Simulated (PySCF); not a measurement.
Vibration and rotation of BeSi⁻

UHF-CCSD(T) constants of BeSi⁻, ⁴Σ⁻ (quartet), unpaired electrons σ ↑, π ↑↑ (Be aug-cc-pVDZ, Si aug-cc-pV(D+d)Z; no relativity (PySCF 2.14); masses 9.0122 and 27.9769 u):

* ωe: 494.7 cm⁻¹
* ωexe: 6.4 cm⁻¹
* Be: 0.50317 cm⁻¹
* αe: 0.00750 cm⁻¹
* D (centrifugal): 2.08e-06 cm⁻¹
* De to Be + Si⁻: 1.25 eV

(1) Give the vibrational terms G(v) and spacings up to v = 6.

(2) How well does the Morse estimate ωe²/(4ωexe) reproduce De, and what is D0?

Correlated steps freeze 5 core orbitals. Correlated levels converge slowly with the basis: in double zeta they bind strong bonds too weakly, by up to about 1 eV, and carry superposition errors of some tenths. For an ion De counts to the pair picked by the measured ionisation energies or electron affinities, which need not be the lowest pair at this level. The state is the lowest determinant that a PBE0 search found; another state may lie lower at other levels.

Answers

(1) G(v) = ωe(v+½) − ωexe(v+½)².

```csv
v,G(v) (cm⁻¹),G(v) − G(v−1),Bv (cm⁻¹)
0,245.8,,0.4994
1,727.6,481.9,0.4919
2,1196.8,469.1,0.4844
3,1653.0,456.3,0.4769
4,2096.6,443.5,0.4694
5,2527.2,430.7,0.4619
6,2945.1,417.9,0.4544
```

(2) It gives 1.19 eV, 95 % of the computed De. D0 = De − G(0) = 1.25 − 0.03 = 1.22 eV.
